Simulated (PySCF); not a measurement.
Working out the ionisation energy of Se+

Se+ [Ar] 3d10 4s2 4p3 (4S) → Se(2+) [Ar] 3d10 4s2 4p2 (3P). Computed with PySCF 2.14 in aug-cc-pVDZ-PP with ECP10MDF (5s4p3d, 32 functions), with scalar relativity through the core potential. Frozen: 3s2 3p6 3d10. Energies in hartree (1 hartree = 27.21139 eV):

```tsv
part	Se+ (lower)	Se(2+) (upper)
UHF	-371.533250	-370.767694
CCSD correlation	-0.072411	-0.060523
(T)	-0.000817	-0.000598
```

Q: What does Hartree-Fock give?

A: (-370.767694) − (-371.533250) = 0.765556 hartree = 20.832 eV.

Q: What do CCSD and CCSD(T) give?

A: The CCSD correlation energies differ by 0.011888 hartree = 0.323 eV and the triples by 0.000219 hartree = 0.006 eV, so CCSD gives 21.155 eV and CCSD(T) 21.161 eV.

Reference: 21.196 ± 0.01 eV (measured; NIST Atomic Spectra Database, ionization energies), between the lowest levels; spin-orbit coupling is absent from the calculation.

A double-zeta basis recovers only part of the correlation energy.

What remains against the reference includes basis incompleteness, the frozen core and higher excitations.
